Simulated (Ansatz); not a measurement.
C2H7BSe (`CB[Se]C`). Total charge 0; spin multiplicity 1.

```xyz
11

C     1.263    1.202    1.308
B     0.172    0.363    0.577
Se    0.503   -0.362   -1.153
C    -1.172   -1.280   -1.542
H     0.865    2.196    1.544
H     1.491    0.742    2.277
H     2.199    1.329    0.761
H    -0.900    0.146    1.066
H    -1.847   -1.145   -0.699
H    -1.607   -0.854   -2.444
H    -0.968   -2.337   -1.696
```

Task: List the harmonic frequencies (cm⁻¹, unscaled) at PBE0-D4/def2-TZVP in Ansatz. (Best estimate.)

Result: Computed: 67, 133, 160, 165, 310, 606, 630, 678, 836, 876, 920, 930, 1031, 1137, 1306, 1324, 1450, 1452, 1459, 1470, 2608, 3031, 3080, 3089, 3128, 3178, 3189.

Task: Is this a minimum?

Result: Yes, all 27 modes are real.

Task: Give the ideal-gas thermochemistry at 298.15 K and 1 bar (rigid rotor, harmonic oscillator; point group Cs, symmetry number 1).

Result: Zero-point energy 228.7 kJ/mol; H(298) − E = 248.8 kJ/mol; entropy 342.0 J/(mol·K), of which translation 168.7, rotation 108.3, vibration 65.0; G(298) − E = 146.9 kJ/mol. Modes under 100 cm⁻¹ are hindered rotations or soft bends, so the harmonic entropy is rough.
